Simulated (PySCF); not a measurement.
C₂H₆Si, charge -1, doublet, geometry from GFN2-xTB (a state made from the parent by changing its charge; the spin is typed, not shown lowest) (a gas-phase anion, which may not be bound at this level); CASSCF(5,7)/6-31G* in PySCF.

PySCF was given this input:
```python
from pyscf import gto, scf, mcscf
import numpy

mol = gto.M(
    atom='''
Si   -0.25726119    0.11874902    0.67549307
C     0.74821361    1.25948679   -0.46282008
H     0.92857119    2.21626473    0.03683936
H     0.23570950    1.48657862   -1.40908740
H     1.73342339    0.84771781   -0.72637463
C    -0.40727161   -1.41686198   -0.43239448
H     0.56587152   -1.85657986   -0.69563130
H    -0.93184237   -1.21771905   -1.37834406
H    -0.97572862   -2.19449737    0.08698234
''',
    basis='6-31g*',
    charge=-1,
    spin=1,
    verbose=4,
)

mf = scf.ROHF(mol)
mf.kernel()
mc = mcscf.CASSCF(mf, 7, 5)
mc.fix_spin_(ss=0.75)
mc.kernel()
occ = numpy.linalg.eigvalsh(mc.fcisolver.make_rdm1(mc.ci, mc.ncas, mc.nelecas))[::-1]
ss = mc.fcisolver.spin_square(mc.ci, mc.ncas, mc.nelecas)[0]
print('natural occupations', occ.round(4), ' <S^2>', round(ss, 4))
```

### Question
What does PySCF print? Leave out banner, timings and long lists.

### Answer

```
PySCF version 2.14.0

[INPUT] verbose = 4
[INPUT] num. atoms = 9
[INPUT] num. electrons = 33
[INPUT] charge = -1
[INPUT] spin (= nelec alpha-beta = 2S) = 1
[INPUT] symmetry False subgroup None
[INPUT] Mole.unit = angstrom
[INPUT] Symbol           X                Y                Z      unit          X                Y                Z       unit  Magmom
[...]
nuclear repulsion = 97.0659616594291
number of shells = 32
number of NR pGTOs = 129
number of NR cGTOs = 58
basis = 6-31g*
ecp = {}

******** <class 'pyscf.scf.rohf.ROHF'> ********
method = ROHF
initial guess = minao
damping factor = 0
level_shift factor = 0
DIIS = <class 'pyscf.scf.diis.CDIIS'>
diis_start_cycle = 1
diis_space = 8
diis_damp = 0
SCF conv_tol = 1e-09
SCF conv_tol_grad = None
SCF max_cycles = 50
direct_scf = True
direct_scf_tol = 1e-13
num. doubly occ = 16  num. singly occ = 1
Set gradient conv threshold to 3.16228e-05
init E= -368.092497569607
[...]
cycle= 1 E= -368.026889252282  delta_E= 0.0656  |g|= 0.304  |ddm|= 1.84
[...]
cycle= 2 E= -368.066259505592  delta_E= -0.0394  |g|= 0.104  |ddm|= 0.468
[...]
cycle= 3 E= -368.070283773155  delta_E= -0.00402  |g|= 0.0317  |ddm|= 0.139
[...]
cycle= 4 E= -368.070783079608  delta_E= -0.000499  |g|= 0.00628  |ddm|= 0.0574
[...]
cycle= 5 E= -368.070800102272  delta_E= -1.7e-05  |g|= 0.00146  |ddm|= 0.0097
[...]
cycle= 6 E= -368.070801949522  delta_E= -1.85e-06  |g|= 0.000248  |ddm|= 0.00463
[...]
cycle= 7 E= -368.070802002369  delta_E= -5.28e-08  |g|= 4.06e-05  |ddm|= 0.000692
[...]
cycle= 8 E= -368.070802003713  delta_E= -1.34e-09  |g|= 9.79e-06  |ddm|= 0.00011
[...]
cycle= 9 E= -368.070802003811  delta_E= -9.73e-11  |g|= 2.41e-06  |ddm|= 3.55e-05
[...]
Extra cycle  E= -368.070802003815  delta_E= -4.21e-12  |g|= 9.87e-07  |ddm|= 5.91e-06
converged SCF energy = -368.070802003815

******** <class 'pyscf.mcscf.mc1step.CASSCF'> ********
CAS (3e+2e, 7o), ncore = 14, nvir = 37
max_cycle_macro = 50
max_cycle_micro = 4
conv_tol = 1e-07
conv_tol_grad = None
orbital rotation max_stepsize = 0.02
orbital rotation threshold for CI restart = 0.01
augmented hessian ah_max_cycle = 30
augmented hessian ah_conv_tol = 1e-12
augmented hessian ah_linear dependence = 1e-14
augmented hessian ah_level shift = 1e-08
augmented hessian ah_start_tol = 2.5
augmented hessian ah_start_cycle = 3
augmented hessian ah_grad_trust_region = 3
kf_trust_region = 3
kf_interval = 4
ci_response_space = 4
ci_grad_trust_region = 3
with_dep4 0
natorb = False
canonicalization = True
sorting_mo_energy = False
ao2mo_level = 2
internal_rotation = False
******** <class 'pyscf.fci.addons.SpinPenaltyFCISolver'> ********
max. cycles = 50
conv_tol = 1e-08
davidson only = True
linear dependence = 1e-12
level shift = 0.001
max iter space = 12
nroots = 1
pspace_size = 400
spin = None
CASCI E = -368.075348763544  S^2 = 0.7500000
Set conv_tol_grad to 0.000316228
macro iter   1 ( 21 JK    4 micro), CASSCF E = -368.088779208030  dE = -1.34304445e-02  S^2 = 0.7500000
               |grad[o]|=0.00826  |grad[c]|=0.024  |ddm|=0.0468  |maxRot[o]|=0.302
macro iter   2 ( 21 JK    4 micro), CASSCF E = -368.096364889704  dE = -7.58568167e-03  S^2 = 0.7500000
               |grad[o]|=0.00946  |grad[c]|=0.014  |ddm|=0.0189  |maxRot[o]|=0.311
macro iter   3 ( 21 JK    4 micro), CASSCF E = -368.101664525776  dE = -5.29963607e-03  S^2 = 0.7500000
               |grad[o]|=0.00803  |grad[c]|=0.0111  |ddm|=0.0077  |maxRot[o]|= 0.31
macro iter   4 ( 21 JK    4 micro), CASSCF E = -368.103860013690  dE = -2.19548791e-03  S^2 = 0.7500000
               |grad[o]|=0.0049  |grad[c]|=0.00833  |ddm|=0.00442  |maxRot[o]|=0.308
macro iter   5 ( 13 JK    4 micro), CASSCF E = -368.104109964305  dE = -2.49950615e-04  S^2 = 0.7500000
               |grad[o]|=0.00263  |grad[c]|=0.00483  |ddm|=0.00407  |maxRot[o]|=0.101
macro iter   6 ( 12 JK    4 micro), CASSCF E = -368.104208521068  dE = -9.85567626e-05  S^2 = 0.7500000
               |grad[o]|=0.000987  |grad[c]|=0.00314  |ddm|=0.00331  |maxRot[o]|=0.0704
macro iter   7 ( 12 JK    4 micro), CASSCF E = -368.104246158032  dE = -3.76369641e-05  S^2 = 0.7500000
               |grad[o]|=0.000569  |grad[c]|=0.00188  |ddm|=0.0023  |maxRot[o]|=0.0503
macro iter   8 (  9 JK    4 micro), CASSCF E = -368.104255399978  dE = -9.24194575e-06  S^2 = 0.7500000
               |grad[o]|=0.000306  |grad[c]|=0.00088  |ddm|=0.00119  |maxRot[o]|=0.0261
macro iter   9 (  3 JK    1 micro), CASSCF E = -368.104256108904  dE = -7.08926564e-07  S^2 = 0.7500000
               |grad[o]|=0.000123  |grad[c]|=0.000561  |ddm|=0.000223  |maxRot[o]|=0.0037
macro iter  10 (  3 JK    1 micro), CASSCF E = -368.104256545033  dE = -4.36128857e-07  S^2 = 0.7500000
               |grad[o]|=9.37e-05  |grad[c]|=0.000453  |ddm|=0.000153  |maxRot[o]|=0.00295
macro iter  11 (  3 JK    1 micro), CASSCF E = -368.104256836768  dE = -2.91735091e-07  S^2 = 0.7500000
               |grad[o]|=7.4e-05  |grad[c]|=0.000375  |ddm|=0.000123  |maxRot[o]|=0.00238
macro iter  12 (  3 JK    1 micro), CASSCF E = -368.104257064045  dE = -2.27276473e-07  S^2 = 0.7500000
               |grad[o]|=6.02e-05  |grad[c]|=0.000341  |ddm|=0.000117  |maxRot[o]|=0.00226
macro iter  13 (  3 JK    1 micro), CASSCF E = -368.104257308459  dE = -2.44413627e-07  S^2 = 0.7500000
               |grad[o]|=5.2e-05  |grad[c]|=0.00037  |ddm|=0.000132  |maxRot[o]|=0.00339
macro iter  14 (  3 JK    1 micro), CASSCF E = -368.104257694780  dE = -3.86321062e-07  S^2 = 0.7500000
               |grad[o]|=5.31e-05  |grad[c]|=0.000483  |ddm|=0.000184  |maxRot[o]|=0.00515
macro iter  15 (  3 JK    1 micro), CASSCF E = -368.104258460567  dE = -7.65787831e-07  S^2 = 0.7500000
               |grad[o]|=6.52e-05  |grad[c]|=0.00069  |ddm|=0.000271  |maxRot[o]|=0.00773
macro iter  16 (  3 JK    1 micro), CASSCF E = -368.104260106983  dE = -1.64641591e-06  S^2 = 0.7500000
               |grad[o]|=9.18e-05  |grad[c]|=0.00102  |ddm|=0.000411  |maxRot[o]|=0.0115
macro iter  17 (  3 JK    1 micro), CASSCF E = -368.104263716764  dE = -3.60978095e-06  S^2 = 0.7500000
               |grad[o]|=0.000137  |grad[c]|=0.00151  |ddm|=0.000631  |maxRot[o]|=0.0171
macro iter  18 ( 14 JK    4 micro), CASSCF E = -368.104269253346  dE = -5.53658140e-06  S^2 = 0.7500000
               |grad[o]|=0.000207  |grad[c]|=0.0019  |ddm|=0.00294  |maxRot[o]|=0.122
macro iter  19 ( 20 JK    4 micro), CASSCF E = -368.104240527944  dE =  2.87254020e-05  S^2 = 0.7500000
               |grad[o]|=0.00167  |grad[c]|=0.00804  |ddm|=0.00156  |maxRot[o]|=0.118
macro iter  20 ( 21 JK    4 micro), CASSCF E = -368.104430290336  dE = -1.89762392e-04  S^2 = 0.7500000
               |grad[o]|=0.00222  |grad[c]|=0.00334  |ddm|=0.0034  |maxRot[o]|=0.0946
macro iter  21 ( 21 JK    4 micro), CASSCF E = -368.104462236197  dE = -3.19458614e-05  S^2 = 0.7500000
               |grad[o]|=0.00166  |grad[c]|=0.00401  |ddm|=0.00351  |maxRot[o]|=0.0197
macro iter  22 ( 21 JK    4 micro), CASSCF E = -368.104477775589  dE = -1.55393923e-05  S^2 = 0.7500000
               |grad[o]|=0.0012  |grad[c]|=0.00528  |ddm|=0.0036  |maxRot[o]|=0.00994
macro iter  23 (  7 JK    2 micro), CASSCF E = -368.104604029240  dE = -1.26253650e-04  S^2 = 0.7500000
               |grad[o]|=0.00122  |grad[c]|=0.00101  |ddm|=0.00337  |maxRot[o]|=0.0602
macro iter  24 (  7 JK    2 micro), CASSCF E = -368.104758016945  dE = -1.53987705e-04  S^2 = 0.7500000
               |grad[o]|=0.00146  |grad[c]|=0.00157  |ddm|=0.00414  |maxRot[o]|=0.0649
macro iter  25 ( 21 JK    4 micro), CASSCF E = -368.105059697427  dE = -3.01680482e-04  S^2 = 0.7500000
               |grad[o]|=0.00218  |grad[c]|=0.00956  |ddm|=0.008  |maxRot[o]|=0.0452
macro iter  26 ( 21 JK    4 micro), CASSCF E = -368.105572319883  dE = -5.12622456e-04  S^2 = 0.7500000
               |grad[o]|=0.00295  |grad[c]|=0.0106  |ddm|=0.00579  |maxRot[o]|=0.0514
macro iter  27 ( 20 JK    4 micro), CASSCF E = -368.106261236415  dE = -6.88916532e-04  S^2 = 0.7500000
               |grad[o]|=0.00387  |grad[c]|=0.00919  |ddm|=0.00358  |maxRot[o]|=0.0891
macro iter  28 ( 21 JK    4 micro), CASSCF E = -368.106602054511  dE = -3.40818096e-04  S^2 = 0.7500000
               |grad[o]|=0.00501  |grad[c]|=0.0082  |ddm|=0.00451  |maxRot[o]|=0.0914
macro iter  29 ( 21 JK    4 micro), CASSCF E = -368.106812198910  dE = -2.10144399e-04  S^2 = 0.7500000
               |grad[o]|=0.00529  |grad[c]|=0.0087  |ddm|=0.00383  |maxRot[o]|=0.0798
macro iter  30 ( 21 JK    4 micro), CASSCF E = -368.107070026071  dE = -2.57827162e-04  S^2 = 0.7500000
               |grad[o]|=0.00574  |grad[c]|=0.00921  |ddm|=0.00346  |maxRot[o]|=0.0638
macro iter  31 ( 20 JK    4 micro), CASSCF E = -368.107412496746  dE = -3.42470675e-04  S^2 = 0.7500000
               |grad[o]|=0.00555  |grad[c]|=0.0113  |ddm|=0.00266  |maxRot[o]|=0.0562
macro iter  32 ( 21 JK    4 micro), CASSCF E = -368.107568350861  dE = -1.55854115e-04  S^2 = 0.7500000
               |grad[o]|=0.00547  |grad[c]|=0.00865  |ddm|=0.00212  |maxRot[o]|=0.0622
macro iter  33 ( 20 JK    4 micro), CASSCF E = -368.107759360575  dE = -1.91009714e-04  S^2 = 0.7500000
               |grad[o]|=0.00545  |grad[c]|=0.0093  |ddm|=0.00194  |maxRot[o]|=0.0597
macro iter  34 ( 20 JK    4 micro), CASSCF E = -368.108028173376  dE = -2.68812801e-04  S^2 = 0.7500000
               |grad[o]|=0.00552  |grad[c]|= 0.01  |ddm|=0.00184  |maxRot[o]|=0.0531
macro iter  35 ( 20 JK    4 micro), CASSCF E = -368.108212504924  dE = -1.84331549e-04  S^2 = 0.7500000
               |grad[o]|=0.00493  |grad[c]|=0.0092  |ddm|=0.00178  |maxRot[o]|=0.0507
macro iter  36 ( 18 JK    4 micro), CASSCF E = -368.108380832214  dE = -1.68327290e-04  S^2 = 0.7500000
               |grad[o]|=0.00478  |grad[c]|=0.00641  |ddm|=0.00136  |maxRot[o]|=0.036
macro iter  37 ( 18 JK    4 micro), CASSCF E = -368.108506498781  dE = -1.25666567e-04  S^2 = 0.7500000
               |grad[o]|=0.00424  |grad[c]|=0.00606  |ddm|=0.00127  |maxRot[o]|=0.0227
macro iter  38 ( 14 JK    4 micro), CASSCF E = -368.108628638165  dE = -1.22139384e-04  S^2 = 0.7500000
               |grad[o]|=0.00373  |grad[c]|=0.00386  |ddm|=0.00106  |maxRot[o]|=0.0251
macro iter  39 ( 11 JK    4 micro), CASSCF E = -368.108731745330  dE = -1.03107166e-04  S^2 = 0.7500000
               |grad[o]|=0.00279  |grad[c]|=0.00135  |ddm|=0.000716  |maxRot[o]|=0.0366
macro iter  40 (  9 JK    3 micro), CASSCF E = -368.108744359346  dE = -1.26140154e-05  S^2 = 0.7500000
               |grad[o]|=0.00101  |grad[c]|=0.000269  |ddm|=0.000369  |maxRot[o]|=0.0161
macro iter  41 (  3 JK    1 micro), CASSCF E = -368.108744524454  dE = -1.65108020e-07  S^2 = 0.7500000
               |grad[o]|=0.000145  |grad[c]|=0.000119  |ddm|=4.54e-05  |maxRot[o]|=0.00168
macro iter  42 (  3 JK    1 micro), CASSCF E = -368.108744540467  dE = -1.60135869e-08  S^2 = 0.7500000
               |grad[o]|=5.18e-05  |grad[c]|=7.9e-05  |ddm|=2.61e-05  |maxRot[o]|=0.000473
1-step CASSCF converged in  42 macro (570 JK 130 micro) steps
CASSCF canonicalization
Density matrix diagonal elements [1.98039803 1.95760731 0.99812891 0.02733362 0.02022289 0.00907726
 0.00723198]
CASSCF energy = -368.108744540467
CASCI E = -368.108744540467  E(CI) = -4.19610383357758  S^2 = 0.7500000
natural occupations [1.9813 1.957  0.9982 0.0305 0.0184 0.0075 0.0072]  <S^2> 0.75
```
